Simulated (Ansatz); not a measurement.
Reaction (formal exchange of groups at the Se–Si bond): `[SiH3][SiH2][SeH]` + `NBO` → `NB(O)[SeH]` + `[SiH3][SiH3]`

Isolated molecules relaxed with PBE0-D4/def2-TZVP in Ansatz; ΔE leaves out vibrations. CCSD(T)/CBS adds triple-zeta CCSD(T) − MP2 to the extrapolated MP2 energy (def2 sets, frozen cores). This one scheme is used for every species. DFT in def2-TZVPP. For Se outer-core shells are correlated without core-valence functions, which leaves a few kJ/mol of doubt a bond. Scalar relativity is left out up to krypton. Each species was taken in one conformer, which may not be the lowest.

`[SiH3][SiH2][SeH]`:

Z-matrix (Å, degrees):
```
Si
Si 1 2.336
H 1 1.486 2 109.6
H 1 1.489 2 111.4 3 121.1
H 1 1.488 2 108.8 3 -119.1
Se 2 2.288 1 109.8 3 61.7
H 2 1.486 1 111.6 3 -53.2
H 2 1.488 1 111.3 3 -174.6
H 6 1.469 2 93.2 1 53.8
```

`NBO`:

Z-matrix (Å, degrees):
```
N
B 1 1.397
H 1 1.003 2 122.7
H 1 1.006 2 122.6 3 -180.0
O 2 1.371 1 118.7 3 -180.0
H 2 1.202 1 119.9 3 -0.0
H 5 0.957 2 112.5 1 -180.0
```

`NB(O)[SeH]`:

Cartesian coordinates in Å:
```
N -0.187 0.965 0.179
B 0.271 -0.343 -0.044
O 1.585 -0.714 0.008
Se -0.952 -1.835 -0.468
H 0.423 1.735 0.396
H -1.157 1.220 0.138
H 2.192 0.000 0.213
H -2.175 -1.027 -0.422
```

`[SiH3][SiH3]`:

Cartesian coordinates in Å:
```
Si 0.761 0.720 0.520
Si -0.761 -0.720 -0.520
H 1.420 1.590 -0.491
H 0.062 1.583 1.509
H 1.809 -0.063 1.228
H -0.062 -1.580 -1.511
H -1.811 0.063 -1.225
H -1.417 -1.593 0.490
```

```json
{"level": "r2SCANh-D4", "ΔE (kcal/mol)": "5.1", "difference from CCSD(T)/CBS": "-0.3"}
{"level": "r2SCAN0-D4", "ΔE (kcal/mol)": "5.2", "difference from CCSD(T)/CBS": "-0.2"}
{"level": "CAM-B3LYP-D4", "ΔE (kcal/mol)": "4.9", "difference from CCSD(T)/CBS": "-0.5"}
{"level": "PBE-QIDH", "ΔE (kcal/mol)": "5.1", "difference from CCSD(T)/CBS": "-0.3"}
{"level": "revPBE", "ΔE (kcal/mol)": "5.6", "difference from CCSD(T)/CBS": "0.2"}
{"level": "r2SCANh", "ΔE (kcal/mol)": "5.1", "difference from CCSD(T)/CBS": "-0.3"}
{"level": "r2SCAN0", "ΔE (kcal/mol)": "5.2", "difference from CCSD(T)/CBS": "-0.2"}
{"level": "MP2/def2-SVP", "ΔE (kcal/mol)": "3.1", "difference from CCSD(T)/CBS": "-2.3"}
{"level": "MP2/def2-TZVPP", "ΔE (kcal/mol)": "4.7", "difference from CCSD(T)/CBS": "-0.7"}
{"level": "HF/def2-QZVPP", "ΔE (kcal/mol)": "5.2", "difference from CCSD(T)/CBS": "-0.2"}
{"level": "CCSD(T)/CBS", "ΔE (kcal/mol)": "5.4", "difference from CCSD(T)/CBS": "0"}
```

(1) What do rigid-rotor, harmonic-oscillator terms from PBE0-D4/def2-TZVP frequencies (298.15 K, 1 bar) make of the CCSD(T)/CBS value? (An estimate is asked.)

Largest T1 diagnostic among the species: 0.013.

Results:

(1) Ansatz gave: ΔZPE = -1.2 kcal/mol, ΔH = +4.2 kcal/mol, ΔS = -17 J/(mol·K), ΔG = +5.4 kcal/mol.

Leaving LDA and LC-ωPBE aside and taking each functional with its dispersion term where it has one, the values, not all of them listed here, spread over 1.7 kcal/mol, from B97M-V to BHLYP-D4. LDA lies −1.1 kcal/mol from PBE without D4. At CCSD(T), def2-SVP lies −2.6 kcal/mol from the extrapolated value and def2-TZVPP −1.2 kcal/mol.
